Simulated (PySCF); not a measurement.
Coordinates in bohr (charge 1 multiplicity 1):
```
I     0.0000    0.0000   -0.0329
H     0.0000    3.0359    0.9893
H     0.0000   -3.0359    0.9893
H     3.0359    0.0000    0.9893
H    -3.0359    0.0000    0.9893
```

These are results of PBE0/[I def2-TZVP with ECP28, H def2-TZVP], scalar-relativistic core potentials, density fitting, no spin–orbit coupling, PySCF, not measurements.

This geometry of IH₄⁺ is a stationary point at this level.

(1) What is the point group?

(2) Is it a minimum?

(3) List the harmonic modes with their infrared intensities.

(4) Give the ideal-gas entropy at 298.15 K and 1 bar by parts.

## Answers

(1) C4v.

(2) Yes: all harmonic wavenumbers are real.

(3) 
```tsv
symmetry	ω (cm⁻¹)	IR (km/mol, summed over degenerate members)	type
b1	539	0.0	bend
a1	771	0.2	bend
e	1171	105	bend
b2	1348	0.0	bend
e	1875	53.4	stretch
b1	1914	0.0	stretch
a1	1988	7.0	stretch
```

(4) translation 169.7, rotation 62.1, vibration 3.9, spin 0.0; total 235.6 J/(mol K).

Other isomers or separated fragments may lie lower.
